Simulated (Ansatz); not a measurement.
Computed with Ansatz on PBE0-D4/def2-TZVP structures; ΔE is electronic, products minus reactants. CBS: MP2 limit from def2 TZ/QZ plus the TZ coupled-cluster correction, frozen cores. This one scheme is used for every species. DFT in def2-TZVPP. For Ga outer-core shells are correlated without core-valence functions, which leaves a few kJ/mol of doubt a bond. Scalar relativity is left out up to krypton. One conformer a species, not always the lowest.

Reaction (ligand exchange at a Ga–N bond): `B[NH][GaH][O][SiH3]` + NH₃ → `[NH2][GaH][O][SiH3]` + `BN`

`B[NH][GaH][O][SiH3]`:

```xyz
12

B     1.897   -2.373   -0.427
N     0.776   -1.551   -0.569
Ga    0.525    0.025    0.345
O    -1.019    0.793   -0.097
Si   -1.906    2.116    0.247
H     2.762   -2.041    0.339
H     1.992   -3.388   -1.057
H     0.051   -1.833   -1.214
H     1.497    0.645    1.374
H    -1.230    2.972    1.264
H    -2.112    2.924   -0.985
H    -3.234    1.710    0.781
```

NH₃:

Cartesian coordinates in Å:
```
N -0.104 0.120 -0.233
H -0.282 0.681 0.591
H -0.512 -0.791 -0.065
H 0.898 -0.010 -0.293
```

`[NH2][GaH][O][SiH3]`:

```xyz
10

N     1.425    0.262   -2.080
Ga    0.599    0.842   -0.589
O    -0.285   -0.469    0.242
Si   -1.201   -0.706    1.563
H     1.973    0.841   -2.689
H     1.380   -0.694   -2.388
H     0.603    2.285   -0.028
H    -0.571   -1.721    2.451
H    -1.372    0.554    2.346
H    -2.551   -1.195    1.172
```

`BN`:

```xyz
6

B    -0.150    0.646    0.162
N     0.154   -0.665   -0.166
H    -0.600    1.366   -0.682
H     0.047    1.025    1.280
H     0.535   -1.324    0.491
H     0.014   -1.049   -1.085
```

```
      level  ΔE (kJ/mol)
LDA (SPW92)        -16.7
  revPBE-D4         -7.1
    r2SCANh        -10.3
  CAM-B3LYP        -13.6
```

(1) What does CCSD(T)/CBS give? (Estimate.)

(2) What do rigid-rotor, harmonic-oscillator terms from PBE0-D4/def2-TZVP frequencies (298.15 K, 1 bar) make of the CCSD(T)/CBS value? (Estimate.)

Largest T1 diagnostic among the species: 0.014.

## Answers

(1) Ansatz gave: -5.9 kJ/mol. The listed levels differ from it by -10.8, -1.2, -4.4, -7.7 kJ/mol.

(2) Ansatz gave: ΔZPE = +1.8 kJ/mol, ΔH = -5.6 kJ/mol, ΔS = 12 J/(mol·K), ΔG = -9.1 kJ/mol. Modes under 50 cm⁻¹ make the entropy rough.

Leaving LDA and LC-ωPBE aside and taking each functional with its dispersion term where it has one, the values, not all of them listed here, spread over 4.4 kJ/mol, from CAM-B3LYP-D4 to B97M-V. LDA lies −4.8 kJ/mol from PBE without D4. At CCSD(T), def2-SVP lies −3.8 kJ/mol from the extrapolated value and def2-TZVPP +1.7 kJ/mol. The D4 term adds +3.5 kJ/mol with B3LYP and +2.0 kJ/mol with PBE0; it sums over pairs of atoms, weighted by their polarisabilities, and B3LYP, whose exchange is more repulsive, gets the larger term.

CCSD(T)/CBS has its own doubt, a few kJ/mol and more with outer-core shells, so smaller differences from it don't rank the levels.

B3LYP here is the variant with VWN-RPA as its local correlation; programs differ in this.
